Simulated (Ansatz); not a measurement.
System: sum formula SiNH₂F₃ (charge 0, singlet). 
Structure (B3LYP-D3(BJ)/def2-TZVP (Ansatz, a quantum-chemistry and plane-wave program) minimum search):
SMILES: N[Si](F)(F)F
```xyz
7

Si    -0.0079    -0.0020    -0.0019
F     -0.4568    -1.0187    -1.1308
F     -0.6660    -0.5298     1.3340
F     -0.6334     1.3917    -0.4052
N      1.6453     0.1665     0.2111
H      2.1931    -0.4923     0.7382
H      2.2061     0.7658    -0.3707
```

Basis-set convergence of Hartree-Fock and CCSD(T) correlation energies (hartree) with Ansatz. Valence correlation only, unless marked. Spin-orbit coupling is left out. Non-relativistic.

```tsv
basis	functions	E(HF)	E(corr, CCSD(T))	rough core time
aug-cc-pV(D+d)Z	142	-643.16746	-0.92358	50 s
aug-cc-pV(T+d)Z	285	(withheld)	(withheld)	10 min
```

**Question.** Complete the blanks.

**Answer.** 
- aug-cc-pV(T+d)Z, E(HF): -643.29595
- aug-cc-pV(T+d)Z, E(corr, CCSD(T)): -1.14660
